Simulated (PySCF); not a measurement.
# Isotropic susceptibility

Method: GIAO B3LYP/pcSseg-1 magnetisability, rotational g tensor and spin-rotation constants, non-relativistic, gas phase (PySCF 2.14.0). Geometry: GFN2-xTB.

Each molecule in one low-energy conformer.

The calculation is non-relativistic, which matters for the atoms heavier than Zn.

**Question.** Give the isotropic susceptibility and related values for:
- F/C=C/C#CC(F)(F)F
- C#C/C(F)=C\C(F)(F)F
- C/C([SiH3])=C(/C)C(=O)Br
- C#C/C(F)=C/C(F)(F)F
- F/C=C(\F)C#CC(F)F
- C#C/C=C(/F)C(F)(F)F
- F/C=C(/F)C#CC(F)F
- C#C/C=C(\F)C(F)(F)F

**Answer.** 
| molecule | χ, cgs (10⁻⁶ cm³/mol) | magnetisability anisotropy (10⁻³⁰ J/T²) |
| --- | --- | --- |
| F/C=C/C#CC(F)(F)F | -62.4 | 111 |
| C#C/C(F)=C\C(F)(F)F | -62.6 | 50 |
| C/C([SiH3])=C(/C)C(=O)Br | -88.8 | 231 |
| C#C/C(F)=C/C(F)(F)F | -63.1 | 67 |
| F/C=C(\F)C#CC(F)F | -61.0 | 86 |
| C#C/C=C(/F)C(F)(F)F | -63.3 | 110 |
| F/C=C(/F)C#CC(F)F | -60.8 | 64 |
| C#C/C=C(\F)C(F)(F)F | -64.4 | 103 |
